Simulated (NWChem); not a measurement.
System: SnH₂S₂Cl₂; SMILES [SH][Sn]([SH])([Cl])[Cl]

Parts of the log:

```
             Northwest Computational Chemistry Package (NWChem) 7.3.0
             --------------------------------------------------------

 C1  symmetry detected

                             Geometry "geometry" -> ""
                             -------------------------

 Output coordinates in angstroms (scale by  1.889725989 to convert to a.u.)

  No.       Tag          Charge          X              Y              Z
 ---- ---------------- ---------- -------------- -------------- --------------
    1 S                   16.0000     1.30947323     1.70185851     1.07883812
    2 Sn                  50.0000     0.00947671     0.00005413     0.00009454
    3 S                   16.0000     1.30894004    -1.70031070    -1.08149968
    4 Cl                  17.0000    -1.36843705     1.14475027    -1.49953132
    5 Cl                  17.0000    -1.36372442    -1.14647169     1.50259212
    6 H                    1.0000     2.04490637     0.78426409     1.74884999
    7 H                    1.0000     2.03339066    -0.78247112    -1.76302551

 Effective nuclear repulsion energy (a.u.)    1006.5140667549

                                 NWChem DFT Module
                                 -----------------

 Summary of "ao basis" -> "ao basis" (spherical)
 ------------------------------------------------------------------------------
       Tag                 Description            Shells   Functions and Types
 ---------------- ------------------------------  ------  ---------------------
 S                          def2-svp                 8       18   4s3p1d
 Sn                         def2-svp                10       26   4s4p2d
 Cl                         def2-svp                 8       18   4s3p1d
 H                          def2-svp                 3        5   2s1p

            General Information
            -------------------
          SCF calculation type: DFT
          Wavefunction type:  closed shell.
          No. of atoms     :     7
          No. of electrons :    90
           Alpha electrons :    45
            Beta electrons :    45
          Charge           :     0
          Spin multiplicity:     1
          Use of symmetry is: off; symmetry adaption is: off
          Maximum number of iterations: 150
          AO basis - number of functions:   108
                     number of shells:    48
          Convergence on energy requested:  1.00D-06
          Convergence on density requested:  1.00D-05
          Convergence on gradient requested:  5.00D-04

              XC Information
              --------------
                       M06-2X Method XC Functional
                     Hartree-Fock (Exact) Exchange  0.540
                        M06-2X Exchange Functional  1.000
                      M06-2X Correlation Potential  1.000

             Grid Information
             ----------------
          Grid used for XC integration:  xfine
          Radial quadrature: Mura-Knowles
          Angular quadrature: Lebedev.
          Tag              B.-S. Rad. Rad. Pts. Rad. Cut. Ang. Pts.
          ---              ---------- --------- --------- ---------
          S                   1.00      125          11.0      1454
          Sn                  1.45      205          10.0      1454
          Cl                  1.00      125          12.0      1454
          H                   0.35      100          12.0      1202
          Grid pruning is: on
          Number of quadrature shells:   905
          Spatial weights used:  Erf1

      Superposition of Atomic Density Guess
      -------------------------------------

 Sum of atomic energies:       -1963.43597632

      Non-variational initial energy
      ------------------------------

 Total energy =   -1928.466417
 1-e energy   =   -3909.036084
 2-e energy   =    1398.030835
 HOMO         =      -0.315196
 LUMO         =      -0.049204

     ---------------------------------------------
      Total Density - Mulliken Population Analysis
     ---------------------------------------------

    Atom       Charge   Shell Charges
 -----------   ------   -------------------------------------------------------
    1 S   16    16.47   2.00  1.99  1.21  0.65  5.94  1.78  2.89  0.02
    2 Sn  22    20.46   1.60  0.41  0.85  0.15  3.26  2.73  0.82  0.44  9.76  0.43
    3 S   16    16.47   2.00  1.99  1.21  0.65  5.94  1.78  2.89  0.02
    4 Cl  17    17.50   2.00  1.99  1.23  0.73  5.94  2.16  3.44  0.01
    5 Cl  17    17.50   2.00  1.99  1.23  0.73  5.94  2.16  3.44  0.01
    6 H    1     0.79   0.57  0.19  0.03
    7 H    1     0.79   0.57  0.19  0.03

   convergence    iter        energy       DeltaE   RMS-Dens  Diis-err
 ---------------- ----- ----------------- --------- --------- ---------
 d= 0,ls=0.0,diis     1  -1931.6913715627 -2.51D+03  1.25D-02  5.08D-01
 d= 0,ls=0.0,diis     2  -1931.7081245447 -1.68D-02  6.18D-03  4.19D-01
 d= 0,ls=0.0,diis     3  -1931.7713197430 -6.32D-02  6.98D-04  5.74D-03
 d= 0,ls=0.0,diis     4  -1931.7721064635 -7.87D-04  1.60D-04  3.25D-04
 d= 0,ls=0.0,diis     5  -1931.7721628837 -5.64D-05  4.07D-05  9.62D-06
  Resetting Diis
 d= 0,ls=0.0,diis     6  -1931.7721650240 -2.14D-06  1.18D-05  9.73D-07
 d= 0,ls=0.0,diis     7  -1931.7721651937 -1.70D-07  3.77D-06  4.25D-08

         Total DFT energy =    -1931.772165193658
      One electron energy =    -3909.462175896685
           Coulomb energy =     1521.878379660022
    Exchange-Corr. energy =     -126.727201097303
 Nuclear repulsion energy =      582.538832140308

 Numeric. integr. density =       90.000000181306

                       DFT Final Molecular Orbital Analysis
                       ------------------------------------

 Vector   43  Occ=2.000000D+00  E=-3.732388D-01
              MO Center=  1.9D-01, -1.2D-03, -9.3D-05, r^2= 6.7D+00
   Bfn.  Coefficient  Atom+Function         Bfn.  Coefficient  Atom+Function
  ----- ------------  ---------------      ----- ------------  ---------------
    12      0.253838  1 S  py                56      0.253559  3 S  py
    74      0.223143  4 Cl py                92      0.223262  5 Cl py
     9      0.190658  1 S  py                53      0.190395  3 S  py
    75      0.189844  4 Cl pz                93      0.190186  5 Cl pz
    55     -0.180554  3 S  px                11      0.179512  1 S  px

 Vector   44  Occ=2.000000D+00  E=-3.472889D-01
              MO Center=  1.2D+00, -1.9D-03, -2.9D-03, r^2= 5.5D+00
   Bfn.  Coefficient  Atom+Function         Bfn.  Coefficient  Atom+Function
  ----- ------------  ---------------      ----- ------------  ---------------
    55      0.320931  3 S  px                11      0.317507  1 S  px
    13     -0.300436  1 S  pz                57      0.298865  3 S  pz
    52      0.225787  3 S  px                 8      0.223411  1 S  px
    10     -0.210492  1 S  pz                54      0.209349  3 S  pz
    49      0.127311  3 S  px                 5      0.125973  1 S  px

 Vector   45  Occ=2.000000D+00  E=-3.397504D-01
              MO Center=  1.2D+00,  4.5D-03,  1.5D-03, r^2= 5.6D+00
   Bfn.  Coefficient  Atom+Function         Bfn.  Coefficient  Atom+Function
  ----- ------------  ---------------      ----- ------------  ---------------
    13      0.363058  1 S  pz                57      0.359411  3 S  pz
    10      0.256288  1 S  pz                54      0.253691  3 S  pz
    55      0.252678  3 S  px                11     -0.250620  1 S  px
    52      0.175862  3 S  px                 8     -0.174327  1 S  px
     7      0.144082  1 S  pz                51      0.142623  3 S  pz

 Vector   46  Occ=0.000000D+00  E=-5.466049D-02
              MO Center=  2.1D-01,  3.2D-04, -3.0D-04, r^2= 5.3D+00
   Bfn.  Coefficient  Atom+Function         Bfn.  Coefficient  Atom+Function
  ----- ------------  ---------------      ----- ------------  ---------------
    21      0.832711  2 Sn s                 22      0.575317  2 Sn s
    20     -0.305822  2 Sn s                 12      0.300347  1 S  py
    56     -0.300200  3 S  py                11      0.246919  1 S  px
    55      0.246533  3 S  px                19     -0.243136  2 Sn s
    75     -0.218621  4 Cl pz                93      0.219011  5 Cl pz

 Vector   47  Occ=0.000000D+00  E= 2.531989D-02
              MO Center=  3.3D-01, -3.5D-03,  1.2D-03, r^2= 4.9D+00
   Bfn.  Coefficient  Atom+Function         Bfn.  Coefficient  Atom+Function
  ----- ------------  ---------------      ----- ------------  ---------------
    34      0.837576  2 Sn pz                33     -0.591228  2 Sn py
    31      0.410287  2 Sn pz                66      0.388848  4 Cl s
    84     -0.388004  5 Cl s                 73      0.304406  4 Cl px
    91     -0.304722  5 Cl px               105      0.215159  7 H  s
   100     -0.209050  6 H  s                 48     -0.170625  3 S  s

 Vector   48  Occ=0.000000D+00  E= 3.532501D-02
              MO Center=  9.3D-03,  8.9D-03,  1.2D-03, r^2= 5.0D+00
   Bfn.  Coefficient  Atom+Function         Bfn.  Coefficient  Atom+Function
  ----- ------------  ---------------      ----- ------------  ---------------
    32      1.022470  2 Sn px                29      0.473574  2 Sn px
    13      0.264644  1 S  pz                57     -0.258737  3 S  pz
    84      0.258491  5 Cl s                 66      0.257076  4 Cl s
    75      0.255530  4 Cl pz                93     -0.252475  5 Cl pz
    48     -0.224757  3 S  s                 56     -0.219903  3 S  py

     ---------------------------------------------
      Total Density - Mulliken Population Analysis
     ---------------------------------------------

    Atom       Charge   Shell Charges
 -----------   ------   -------------------------------------------------------
    1 S   16    16.25   2.00  1.99  1.23  0.65  5.93  1.78  2.63  0.04
    2 Sn  22    21.12   1.60  0.42  1.01  0.04  3.26  2.74  1.21  0.49  9.79  0.58
    3 S   16    16.25   2.00  1.99  1.23  0.65  5.93  1.78  2.63  0.04
    4 Cl  17    17.30   2.00  1.99  1.23  0.74  5.94  2.11  3.28  0.01
    5 Cl  17    17.30   2.00  1.99  1.23  0.74  5.94  2.11  3.28  0.01
    6 H    1     0.89   0.70  0.16  0.03
    7 H    1     0.89   0.70  0.16  0.03

     -------------------------------------------
      Total Density - Lowdin Population Analysis
     -------------------------------------------

    Atom       Charge   Shell Charges
 -----------   ------   -------------------------------------------------------
    1 S   16    16.00   2.00  1.95  0.99  0.69  5.82  1.86  2.64  0.05
    2 Sn  22    21.80   1.17  0.76  0.73  0.41  3.01  2.83  1.25  0.93  9.53  1.17
    3 S   16    16.00   2.00  1.95  0.99  0.69  5.82  1.86  2.64  0.05
    4 Cl  17    17.10   2.00  1.96  1.04  0.82  5.83  2.24  3.21  0.01
    5 Cl  17    17.10   2.00  1.96  1.04  0.82  5.83  2.24  3.21  0.01
    6 H    1     1.00   0.61  0.31  0.08
    7 H    1     1.00   0.61  0.31  0.08

     Multipole analysis of the density
     ---------------------------------

     L   x y z        total         alpha         beta         nuclear
     -   - - -        -----         -----         ----         -------
     0   0 0 0     -0.000000    -45.000000    -45.000000     90.000000

     1   1 0 0      1.043596      0.772515      0.772515     -0.501435
     1   0 1 0      0.000580      0.001722      0.001722     -0.002864
     1   0 0 1     -0.003785      0.000609      0.000609     -0.005002

     2   2 0 0    -56.440407   -254.299276   -254.299276    452.158145
     2   1 1 0      0.000290     -0.013818     -0.013818      0.027925
     2   1 0 1     -0.005967      0.007780      0.007780     -0.021526
     2   0 2 0    -61.389840   -277.898011   -277.898011    494.406182
     2   0 1 1      0.341589     -5.332505     -5.332505     11.006599
     2   0 0 2    -57.480182   -243.203359   -243.203359    428.926535

            General Information
            -------------------
          SCF calculation type: DFT
          Wavefunction type:  closed shell.
          No. of atoms     :     7
          No. of electrons :    90
           Alpha electrons :    45
            Beta electrons :    45
          Charge           :     0
          Spin multiplicity:     1
          Use of symmetry is: off; symmetry adaption is: off
          Maximum number of iterations: 150
          AO basis - number of functions:   108
                     number of shells:    48
          Convergence on energy requested:  1.00D-06
          Convergence on density requested:  1.00D-05
          Convergence on gradient requested:  5.00D-04

              XC Information
              --------------
                       M06-2X Method XC Functional
                     Hartree-Fock (Exact) Exchange  0.540
                        M06-2X Exchange Functional  1.000
                      M06-2X Correlation Potential  1.000

             Grid Information
             ----------------
          Grid used for XC integration:  xfine
          Radial quadrature: Mura-Knowles
          Angular quadrature: Lebedev.
          Tag              B.-S. Rad. Rad. Pts. Rad. Cut. Ang. Pts.
          ---              ---------- --------- --------- ---------
          S                   1.00      125          11.0      1454
          Sn                  1.45      205          10.0      1454
          Cl                  1.00      125          12.0      1454
          H                   0.35      100          12.0      1202
          Grid pruning is: on
          Number of quadrature shells:   905
          Spatial weights used:  Erf1

          Convergence Information
          -----------------------
          Convergence aids based upon iterative change in
          total energy or number of iterations.
          Levelshifting, if invoked, occurs when the
          HOMO/LUMO gap drops below (HL_TOL):  1.00D-02
          DIIS, if invoked, will attempt to extrapolate
          using up to (NFOCK): 10 stored Fock matrices.

                    Damping( 0%)  Levelshifting(0.5)       DIIS
                  --------------- ------------------- ---------------
          dE  on:    start            ASAP                start
          dE off:    2 iters        150 iters           150 iters

                            NWChem DFT Gradient Module
                            --------------------------

  charge          =   0.00
  wavefunction    = closed shell

                         DFT ENERGY GRADIENTS

    atom               coordinates                        gradient
                 x          y          z           x          y          z
   1 S       2.474546   3.216046   2.038708   -0.001417   0.001211  -0.001136
   2 Sn      0.017908   0.000102   0.000179   -0.000502  -0.000010  -0.000001
   3 S       2.473538  -3.213121  -2.043738   -0.001398  -0.001196   0.001162
   4 Cl     -2.585971   2.163264  -2.833703    0.000995  -0.000699   0.001077
   5 Cl     -2.577065  -2.166517   2.839487    0.000995   0.000705  -0.001086
   6 H       3.864313   1.482044   3.304847    0.000674  -0.001455   0.000656
   7 H       3.842551  -1.478656  -3.331635    0.000653   0.001444  -0.000672
```

Level: M06-2X/def2-SVP with def2 effective core potentials on Sn. Geometry: optimised at PBE0/def2-SVP. Not confirmed as a minimum by frequencies. def2 effective core potentials on Sn; no spin-orbit coupling.

### Question
Reconstruct the input file.

### Answer
This is not unique; one that fits is the input that was run:
```
start job
memory heap 200 mb stack 900 mb global 1100 mb
geometry units angstroms noautoz
  S      1.188369     1.911447    -0.689144
  Sn    -0.069462    -0.007985     0.006168
  S      1.258420    -1.957726     0.436204
  Cl    -1.631085    -0.362000    -1.694967
  Cl    -1.244395     0.377796     1.988189
  H      2.033042     1.799954     0.362452
  H      1.865205    -1.871068    -0.770460
end
basis spherical
  S library def2-svp
  Sn library def2-svp
  Cl library def2-svp
  H library def2-svp
end
ecp
  Sn library def2-ecp
end
dft
  xc m06-2x
  grid xfine
  iterations 150
  mulliken
end
task dft gradient
```
